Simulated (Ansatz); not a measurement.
This Ansatz (a quantum-chemistry and plane-wave program) input (PBE0/cc-pVDZ) gives -167.93311 Eh with 42 basis functions.

Ansatz 0.2 input:
```yaml
crystal:
  periodic: [false, false, false]
  atoms:
    - {symbol: N, position_ang: [-0.00000000, -0.00000000, -1.25788698]}
    - {symbol: C, position_ang: [-0.00000000, -0.00000000, -0.07148933]}
    - {symbol: O, position_ang: [0.00000000, 0.00000000, 1.15426811]}
basis:
  gaussian:
    orbitals: cc-pVDZ
hamiltonian:
  xc: {name: PBE0}
total_charge: -1
magnetization: {spin_polarized: false}
```

Change:
```diff
- orbitals: cc-pVDZ
+ orbitals: def2-TZVPD
```

What does the run give now?

-168.01109 Eh (PBE0/def2-TZVPD, 114 functions), a change of -77.98 mEh.
